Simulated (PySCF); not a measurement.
Excitation energy of Ag by level of theory

Ag [Kr] 4d10 5s1 (2S) → Ag [Kr] 4d10 5p1 (2P), as a difference of total energies. Computed with PySCF 2.14 in def2-TZVPPD with the def2 core potential (28 electrons) (6s4p3d2f1g, 56 functions), with a scalar-relativistic core potential. Correlated levels: valence: 4s2 4p6 frozen. The calculations carry no spin-orbit coupling.

Problem. Order these methods by the excitation energy they give, lowest first.
A. UHF
B. MP2 (valence)
C. CCSD (valence)
D. SCS-MP2 (valence)

Solution. A (3.151 eV), C (3.630 eV), D (3.664 eV), B (3.739 eV).

Errors of the correlated levels include the incompleteness of this basis and the frozen core.

For comparison: 3.740 eV (measured; NIST levels, between the centres of gravity of the two terms).
